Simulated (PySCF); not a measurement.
## Hf²⁺ (hafnium, charge +2) across methods

[Xe] 4f14 5d1 6p1, one real determinant (an excited configuration). All numbers are calculated (PySCF 2.14, scalar relativity through the core potential, in def2-QZVPPD with the def2 core potential (60 electrons)). The B2PLYP total includes its PT2 part (frozen core); its orbital energies are those of the SCF part.

```
   method  E (hartree)  mean ε 5p β (eV)  mean ε 5d α (eV)  mean ε 6p α (eV)  Σ⟨r²⟩ (bohr²)   ⟨S²⟩
      LDA     -46.7119           -52.018           -20.307           -14.196          34.88  2.000
  r2SCANh     -46.8747           -53.720           -21.161           -14.391          34.98  2.001
      UHF    -46.46753           -59.776           -25.082           -15.773          36.01  2.002
      PBE     -46.8796           -52.134           -20.431           -14.221          34.84  2.000
   B2PLYP     -46.7165           -56.389           -22.927           -15.031          35.29  2.001
   r2SCAN     -46.8886           -52.962           -20.648           -14.197          34.93  2.001
     PW91     -46.9024           -52.208           -20.498           -14.256          34.82  2.000
CAM-B3LYP     -46.8214           -55.794           -23.049           -15.502          34.97  2.001
     PBE0     -46.8589           -54.326           -21.761           -14.721          35.00  2.001
```

⟨L²⟩ = 8.01 against 12 for a pure F term, so this real determinant mixes terms. Energies and moments cover only the electrons outside the core potential. Spin-orbit coupling, absent here, splits the open shell strongly.
